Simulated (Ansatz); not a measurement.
Mulliken charges of BrFH2O2Sn, SMILES `[OH][Sn]([OH])([F])[Br]` from r2SCAN/def2-TZVPP in Ansatz (PBE0-D4/def2-TZVP geometry).

```csv
atom,x (Å),y (Å),z (Å),charge (e)
O1,-1.106,0.306,1.162,-0.525
Sn2,0.078,0.116,-0.358,1.351
O3,1.767,-0.564,0.279,-0.518
F4,-0.760,-1.157,-1.503,-0.458
Br5,0.443,2.125,-1.667,-0.275
H6,-2.030,0.159,0.938,0.213
H7,1.670,-1.053,1.102,0.211
```

**Question.** By hand: the dipole of these point charges (1 e Å = 4.8032 D).

**Answer.** Σ q r = (-0.083, 0.045, 0.341) e Å, of length 0.354 e Å = 1.70 D.

**Question.** How does the dipole of the full density compare? (Estimate.)

**Answer.** The calculation gave: (-0.173, 0.025, 0.301) e Å, 1.67 D; the point charges give 1.02 times that, at 16° from its direction.

Point charges leave out the atoms' own dipoles, such as those of lone pairs, and Mulliken's split depends on the basis, so the close match here is no proof of good charges.
